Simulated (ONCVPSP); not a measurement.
## What the settings do to the ONCV potential of Ga (Z = 31)

Base potential:

```
Element                 : gallium (Ga)
Generator               : ONCVPSP 4.0.1
Type                    : optimised norm-conserving Vanderbilt (ONCV)
Functional              : LDA (Perdew-Wang 92)
Relativity              : scalar-relativistic
Frozen core             : [Ar] 3d10
Valence charge          : 3
Reference configuration : 4s2 4p1
Partial waves           : 4s: rc 1.60 bohr, ncon 5, nbas 9, qcut 3.7 1/bohr, 2 projectors, debl 2.4 Ha; 4p: rc 1.60 bohr, ncon 4, nbas 8, qcut 5.7 1/bohr, local
Local potential         : the p channel
Core correction         : Teter function fitted to the true core (icmod 2), fcfact 0.6
```

Cutoffs, loose and tight: the cutoffs (Ha) at which the residual kinetic energy of the hardest occupied pseudo-wave falls to 1 and 0.1 mHa per electron. They do not see the model core or the augmentation charge, which bear on the density cutoff. Test errors are all-electron minus pseudo excitation energies from the reference, over the configurations 4s2 4p0; 4s1 4p0; 4s2 4p0.5; 4s0 4p3. A dash means not determined; rows that change the core or the reference have their own tests.

For the base: The cutoffs count occupied waves only; projector 2 of the s channel, the hardest unoccupied one, needs 97 Ha at the loose tolerance.

A true bound ghost makes a file unfit for plane-wave use even where its test errors are small: the radial tests pick states by their node count and pass the ghost by.

```
                  change    outcome  cutoff, loose  cutoff, tight  bound ghosts  GHOST(+) flags above zero  largest test error (meV)
                    base  generated         8.9 Ha          74 Ha          none                          s                      -116
s: qcut 2.4; p: qcut 3.8  generated          19 Ha          66 Ha          none                       none                      -116
s: qcut 2.8; p: qcut 4.3  generated          15 Ha          67 Ha          none                       none                      -116
s: qcut 3.1; p: qcut 4.7  generated          14 Ha          66 Ha          none                       none                      -116
s: qcut 3.9; p: qcut 6.1  generated          11 Ha          76 Ha          none                          s                      -116
s: qcut 4.3; p: qcut 6.7  generated          15 Ha          78 Ha             s                       none                      -117
  s: qcut 5; p: qcut 7.8  generated          20 Ha          76 Ha          none                          s                      -117
```

Q: What comes out with this change to the base: s: qcut 4.5; p: qcut 7?

A: outcome: generated; cutoff, loose: 16 Ha; cutoff, tight: 78 Ha; bound ghosts: s; GHOST(+) flags above zero: none; largest test error (meV): -118.

Q: What comes out with this change to the base: s: qcut 5.4; p: qcut 8.3?

A: outcome: generated; cutoff, loose: 22 Ha; cutoff, tight: 74 Ha; bound ghosts: s; GHOST(+) flags above zero: none; largest test error (meV): -121.

Q: What comes out with this change to the base: s: qcut 3.6; p: qcut 5.5?

A: outcome: generated; cutoff, loose: 10 Ha; cutoff, tight: 73 Ha; bound ghosts: none; GHOST(+) flags above zero: s; largest test error (meV): -116.
